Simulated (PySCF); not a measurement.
Isomers of C6H9ClO.

All values: CAM-B3LYP/def2-SVPD (PySCF) at GFN2-xTB geometries, gas phase, one conformer each. Core orbitals are frozen in the response; Δα² is half the sum of the squared differences of the principal polarisabilities.

Question: Rank by dipole moment, highest first.
A. `[CH3:1][CH2:2][C:3]1([C:4](=[O:5])[Cl:6])[CH2:7][CH2:8]1` with C1–C2–C3–C4 71°, C2–C3–C4–O5 5°
B. `[CH2:1]=[CH:2][CH2:3][C@@H:4]([CH3:5])[C:6](=[O:7])[Cl:8]` with C1–C2–C3–C4 121°, C2–C3–C4–C5 174°, C3–C4–C6–O7 -87°
C. `[CH3:1][CH2:2]/[CH:3]=[C:4](\[CH3:5])[C:6](=[O:7])[Cl:8]` with C1–C2–C3–C4 -131°, C3–C4–C6–O7 180°
D. `[Cl:1][C@@H:2]1[CH2:3][CH2:4][C@@H:5]1[C@H:6]1[CH2:7][O:8]1` with C4–C5–C6–C7 -35°, Cl1–C2–C3–C4 -129°, C2–C3–C4–C5 10°, C3–C4–C5–C6 108°, C5–C6–C7–O8 106°
E. `[CH3:1][CH2:2][C@@H:3]1[CH2:4][C@H:5]1[C:6](=[O:7])[Cl:8]` with C1–C2–C3–C4 151°, C4–C5–C6–O7 29°

Answer: C (4.35 D), E (3.73 D), A (3.42 D), B (3.00 D), D (1.67 D).

Question: Rank by polarisability anisotropy Δα, lowest first.
A. `[CH2:1]=[CH:2][CH2:3][C@@H:4]([CH3:5])[C:6](=[O:7])[Cl:8]` with C1–C2–C3–C4 121°, C2–C3–C4–C5 174°, C3–C4–C6–O7 -87°
B. `[Cl:1][C@@H:2]1[CH2:3][CH2:4][C@@H:5]1[C@H:6]1[CH2:7][O:8]1` with C4–C5–C6–C7 -35°, Cl1–C2–C3–C4 -129°, C2–C3–C4–C5 10°, C3–C4–C5–C6 108°, C5–C6–C7–O8 106°
C. `[CH3:1][CH2:2]/[CH:3]=[C:4](\[CH3:5])[C:6](=[O:7])[Cl:8]` with C1–C2–C3–C4 -131°, C3–C4–C6–O7 180°
D. `[CH3:1][CH2:2][C@@H:3]1[CH2:4][C@H:5]1[C:6](=[O:7])[Cl:8]` with C1–C2–C3–C4 151°, C4–C5–C6–O7 29°
E. `[CH2:1]=[C:2]([C:3](=[O:4])[Cl:5])[CH:6]([CH3:7])[CH3:8]` with C1–C2–C3–O4 160°, C1–C2–C6–C7 108°

Answer: B (1.61 Å³), A (3.02 Å³), D (3.74 Å³), E (4.45 Å³), C (6.53 Å³).

All values together:

| SMILES | μ (D) | HOMO (eV) | LUMO (eV) | α (Å³) | Δα (Å³) |
| --- | --- | --- | --- | --- | --- |
| Cl[C@@H]1CC[C@@H]1[C@H]1CO1 | 1.67 | -9.35 | 1.20 | 11.95 | 1.61 |
| CC/C=C(\C)C(=O)Cl | 4.35 | -9.20 | -0.88 | 13.64 | 6.53 |
| C=CC[C@@H](C)C(=O)Cl | 3.00 | -8.98 | 0.09 | 12.99 | 3.02 |
| CC[C@@H]1C[C@H]1C(=O)Cl | 3.73 | -9.85 | 0.10 | 12.93 | 3.74 |
| C=C(C(=O)Cl)C(C)C | 3.31 | -9.62 | -1.00 | 13.11 | 4.45 |
| CCC1(C(=O)Cl)CC1 | 3.42 | -9.76 | 0.13 | 12.56 | 3.23 |

Conformers: `[Cl:1][C@@H:2]1[CH2:3][CH2:4][C@@H:5]1[C@H:6]1[CH2:7][O:8]1` with C4–C5–C6–C7 -35°, Cl1–C2–C3–C4 -129°, C2–C3–C4–C5 10°, C3–C4–C5–C6 108°, C5–C6–C7–O8 106°; `[CH3:1][CH2:2]/[CH:3]=[C:4](\[CH3:5])[C:6](=[O:7])[Cl:8]` with C1–C2–C3–C4 -131°, C3–C4–C6–O7 180°; `[CH2:1]=[CH:2][CH2:3][C@@H:4]([CH3:5])[C:6](=[O:7])[Cl:8]` with C1–C2–C3–C4 121°, C2–C3–C4–C5 174°, C3–C4–C6–O7 -87°; `[CH3:1][CH2:2][C@@H:3]1[CH2:4][C@H:5]1[C:6](=[O:7])[Cl:8]` with C1–C2–C3–C4 151°, C4–C5–C6–O7 29°; `[CH2:1]=[C:2]([C:3](=[O:4])[Cl:5])[CH:6]([CH3:7])[CH3:8]` with C1–C2–C3–O4 160°, C1–C2–C6–C7 108°; `[CH3:1][CH2:2][C:3]1([C:4](=[O:5])[Cl:6])[CH2:7][CH2:8]1` with C1–C2–C3–C4 71°, C2–C3–C4–O5 5°.
